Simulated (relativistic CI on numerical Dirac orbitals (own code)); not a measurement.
# How well does a small relativistic CI reproduce Xe IV?

Computed by Dirac-Coulomb-Breit CI, orbitals from a KLI potential per configuration, model QED (radiative potential, 1s self-energy scaled to tabulated hydrogen-like ionisation energies), valence Slater integrals scaled by 0.85, P86 correlation energy added to each configuration (own radial code, finite nucleus).

Configuration list (outside the closed core [Kr] 4d10): 5s2 5p3, 5s 5p4, 5s2 5p2 5d, 5p5, 5s2 5p2 5f, 5s 5p3 5d, 5s2 5p2 6s, 5s2 5p2 5g, 5s2 5p2 6p, 5s2 5p2 4f, 5s 5p3 5f, 5s2 5p2 6d, 5s2 5p2 7s, 5s 5p3 5g, 5s2 5p 5d2, 5s2 5d3, 5s2 5d2 5f, 5s 5p 5d3, 5s2 5d2 6s, 5s2 5d2 5g. Double excitations out of closed p, d and f shells are left out; levels of such configurations are missing from the list, as are those of other unlisted configurations, and high levels can miss mixing partners. These lack a partner that the ground configuration has and come out too high: 5s2 5p2 6p, 5s2 5p2 4f, 5s 5p3 5f, 5s2 5p2 6d, 5s2 5p2 7s.

| Configuration | Term (tabulated) | J | Measured (cm⁻¹) | Computed | Error | Purity (%) |
| --- | --- | --- | --- | --- | --- | --- |
| 5s2 5p3 | 4S° | 3/2 | 0.0 | 0 | 0 | 83 |
| 5s2 5p3 | 2D° | 3/2 | 13267.0 | 13216 | -51 | 73 |
| 5s2 5p3 | 2D° | 5/2 | 17510.7 | 17468 | -43 | 97 |
| 5s2 5p3 | 2P° | 1/2 | 28036.4 | 27361 | -675 | 97 |
| 5s2 5p3 | 2P° | 3/2 | 35649.6 | 34840 | -809 | 71 |
| 5s 5p4 | 4P | 5/2 | 99663.8 | 103699 | 4036 | 84 |
| 5s 5p4 | 4P | 3/2 | 106923.2 | 110825 | 3902 | 84 |
| 5s 5p4 | 4P | 1/2 | 109254.4 | 113189 | 3935 | 82 |
| 5s 5p4 | 2D | 3/2 | 121928.9 | 128388 | 6459 | 57 |
| 5s 5p4 | 2D | 5/2 | 125474.7 | 131722 | 6247 | 67 |
| 5s2 5p2 5d | 4F | 5/2 | 136495.9 | 143987 | 7491 | 71 |
| 5s2 5p2 5d | 4F | 7/2 | 141624.8 | 148901 | 7276 | 82 |
| 5s2 5p2 5d | 2F | 5/2 | 141824.4 | 150332 | 8507 | 68 |
| 5s2 5p2 5d | 4D | 1/2 | 145105.7 | 152309 | 7203 | 68 |
| 5s2 5p2 5d | 4F | 9/2 | 145991.1 | 153471 | 7480 | 86 |
| 5s2 5p2 5d | 4D | 3/2 | 146206.5 | 154022 | 7815 | 83 |
| 5s2 5p2 5d | 4D | 5/2 | 148685.0 | 156841 | 8156 | 55 |
| 5s2 5p2 6s | 4P | 1/2 | 157205.0 | 166027 | 8822 | 75 |
| 5s2 5p2 5d | 4P | 5/2 | 159642.8 | 171594 | 11951 | 75 |
| 5s2 5p2 5d | 2G | 7/2 | 160665.1 | 170025 | 9360 | 73 |
| 5s2 5p2 5d | 2G | 9/2 | 163463.1 | 172142 | 8679 | 86 |
| 5s2 5p2 6s | 4P | 3/2 | 165280.0 | 174192 | 8912 | 88 |
| 5s2 5p2 5d | 2D | 5/2 | 169001.5 | 181210 | 12208 | 55 |
| 5s2 5p2 6s | 4P | 5/2 | 170490.3 | 178957 | 8466 | 57 |
| 5s2 5p2 4f | 4G° | 5/2 | 180151.5 | 190590 | 10438 | 65 |
| 5s2 5p2 6s | 2D | 5/2 | 186048.6 | 196421 | 10373 | 58 |
| 5s2 5p2 4f | 4G° | 9/2 | 188251.8 | 198506 | 10254 | 79 |
| 5s2 5p2 4f | 2G° | 7/2 | 189842.1 | 200613 | 10771 | 67 |
| 5s2 5p2 4f | 4D° | 1/2 | 196654.7 | 206613 | 9959 | 86 |
| 5s2 5p2 6p | 4D° | 5/2 | 198943.1 | 207577 | 8634 | 66 |
| 5s2 5p2 6p | 4P° | 1/2 | 200899.4 | 209186 | 8286 | 69 |
| 5s2 5p2 6s | 2S | 1/2 | 202054.6 | 211045 | 8990 | 78 |

Measured levels from Saloman, J. Phys. Chem. Ref. Data 33, 765 (2004); pairs were made by configuration, J and term (by order where the table uses no LS term), so strongly mixed levels may be paired wrongly.

Mean error by configuration (cm⁻¹): 5s2 5p3 -395; 5s 5p4 4916; 5s2 5p2 5d 8739; 5s2 5p2 6s 9113; 5s2 5p2 4f 10355; 5s2 5p2 6p 8460. Over the excited levels the mean absolute error is 7296 cm⁻¹ (31 of the 69 excited levels that our extract of the source holds in range could be paired, and the others can miss by more), and the median relative error of those above 1,000 cm⁻¹ is 5.1 %.
